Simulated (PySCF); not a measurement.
Exercise with solution: oscillator strength and radiative lifetime

Sn(H)(OH)2(NH2) (H5NO2Sn), SMILES [NH2][SnH]([OH])[OH].

The structure is a stationary point at B3LYP-D3(BJ)/def2-SVP. The structure was generated by enumeration; whether it is a known compound was not checked. The def2 effective core potentials stand for the cores of Sn; spin–orbit coupling is left out. Other conformers were not sampled.

TDDFT-ωB97X/def2-SVPD in PySCF puts the first singlet state with f over 0.02 at 6.30 eV (vertical), with the transition dipole (-0.007, -0.534, -0.534) in atomic units.

Problem. Find the oscillator strength, the wavelength and the radiative lifetime that this transition would have in vacuum if emission retraced absorption.

Solution. 
|μ|² = 0.5704 au, so |μ| = 1.92 D. ΔE = 6.30/27.211 = 0.2315 hartree. f = (2/3) ΔE |μ|² = 0.088 (the program prints 0.088).
λ = 1239.84/6.30 = 197 nm; ν = 50813 cm⁻¹.
Einstein's coefficient A = 0.6670 ν² f s⁻¹ (ν in cm⁻¹) = 1.5e8 s⁻¹, so τ = 1/A = 6.6 ns. This state is S1. The figure is the radiative limit of this one transition; relaxation, internal conversion, crossing to triplets and a medium change what is measured.
